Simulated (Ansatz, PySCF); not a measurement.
CsF, SMILES [F][Cs].

Geometry optimised at PBE0-D3(BJ)/def2-TZVPD. The def2 effective core potentials stand for the cores of Cs; spin–orbit coupling is left out.

Vertical ionisation energy (IE) and electron affinity (EA) in eV. Rows of orbital energies are one-electron estimates. Where ΔSCF, EOM or ADC give a negative EA the extra electron is unbound and the value depends on the basis.

```csv
level,IE,EA
"−ε(HOMO), −ε(LUMO), B3LYP/def2-TZVPD (PySCF)",6.28,1.10
"−ε(HOMO), −ε(LUMO), r2SCAN/def2-TZVPD (PySCF)",5.06,0.62
"−ε(HOMO), −ε(LUMO), PBE/def2-TZVPD (PySCF)",4.88,1.29
"ΔSCF, PBE0/def2-TZVPD (Ansatz), final states of multiplicity 2 and 2",9.29,0.24
"ΔSCF, PBE/def2-TZVPD (Ansatz), final states of multiplicity 2 and 2",9.54,0.25
```

Task: What vertical singlet–triplet gap does ΔSCF give with PBE0/def2-TZVPD (Ansatz, a quantum-chemistry and plane-wave program) and with PBE/def2-TZVPD (Ansatz)? (Estimate from the structure and the level; the computed values follow.)

Result: 5.45 and 5.57 eV (triplet above singlet where positive).
